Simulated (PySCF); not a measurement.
HfF3, SMILES [Hf+]([F])([F])[F], charge +1, multiplicity 1. Coordinates come from a PBE-D3(BJ)/def2-TZVP optimisation. The multiplicity is an assumed one; other spin states were not compared. The isomer is the one that the SMILES or the coordinates give; other isomers of the formula were not compared. The def2 effective core potentials stand for the cores of Hf; spin–orbit coupling is left out.

Computed equilibrium geometry at PBE-D3(BJ)/def2-TZVP (PySCF confirms it by a frequency run) as Cartesian coordinates in Å, and its point group:
point group C3v.
```xyz
4

Hf     0.0000     0.0000     0.1886
F      1.4899     0.8602    -0.5030
F      0.0000    -1.7204    -0.5030
F     -1.4899     0.8602    -0.5030
```
Charge +1, spin multiplicity 1.
